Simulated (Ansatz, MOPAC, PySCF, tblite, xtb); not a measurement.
Energy landscape of Br3 (anion, charge -1), singlet: map of symmetric stretch and bend. Scanned: Br-Br bond length and Br-Br-Br angle.

- GFN2-xTB, 300 K electronic temperature (tblite)
- RHF/def2-TZVPD, density fitting (PySCF)
- r2SCAN/def2-TZVPD, density fitting (PySCF)
- PBE0/def2-TZVPD, density fitting (PySCF)
- RHF/aug-cc-pVTZ (Ansatz, a program for electronic structure)
- MP2/aug-cc-pVTZ = MP2 on RHF/aug-cc-pVTZ, cores with 3d frozen (Ansatz)
- RKS-PBE/aug-cc-pVTZ = Ansatz with restricted PBE/aug-cc-pVTZ
- PM7, restricted, heats of formation (MOPAC)
- PM6, restricted, heats of formation (MOPAC)
- GFN1-xTB (xtb)
- RKS-B3LYP/6-31G* = restricted B3LYP/6-31G*, spherical d in PySCF
- RKS-B3LYP/3-21G = restricted B3LYP/3-21G (PySCF)
- RKS-BP86/6-31G* = restricted BP86/6-31G*, spherical d (PySCF)

Energies in mEh at chosen points (x: Br-Br bond length (Å); y: Br-Br-Br angle (°)), relative to x = 2.64, y = 180:

| method | (3.51, 122.14) | (2.51, 122.14) | (2.64, 139.41) | (2.77, 104.86) | (3.03, 96.23) | (3.42, 165.32) | (2.21, 85) |
|---|---|---|---|---|---|---|---|
| GFN2-xTB | 53.3 | 54.7 | 20.1 | 51.6 | 47.7 | 45.9 | 138.4 |
| RHF | 112.4 | 59.4 | 25.9 | 75.7 | 95.8 | 86.1 | 218.1 |
| r2SCAN | 76.5 | 50.8 | 21.2 | 58.5 | 69.5 | 59.6 | 197.6 |
| PBE0 | 88.5 | 49.3 | 21.5 | 61.8 | 76.8 | 69.9 | 190.2 |
| RHF/aug-cc-pVTZ | 112.7 | 59.2 | 25.8 | 75.6 | 95.9 | 86.3 | 218.3 |
| MP2/aug-cc-pVTZ | 89.7 | 49.4 | 21.8 | 61.8 | 76.3 | 74.4 | 193.3 |
| RKS-PBE/aug-cc-pVTZ | 70.6 | 48.0 | 19.6 | 54.3 | 64.5 | 54.6 | 192.7 |
| PM7 | 116.5 | 31.3 | 15.5 | 54.2 | 82.6 | 99.2 | 163.3 |
| PM6 | 156.7 | 30.7 | 18.4 | 66.3 | 106.5 | 131.1 | 117.7 |
| GFN1-xTB | 81.2 | 49.4 | 20.5 | 58.9 | 69.1 | 70.1 | 178.6 |
| RKS-B3LYP/6-31G* | 72.0 | 52.9 | 21.1 | 57.5 | 66.9 | 54.3 | 214.1 |
| RKS-B3LYP/3-21G | 67.6 | 65.2 | 23.3 | 58.5 | 64.2 | 48.3 | 280.7 |
| RKS-BP86/6-31G* | 66.1 | 50.7 | 20.1 | 54.5 | 62.9 | 49.9 | 228.5 |
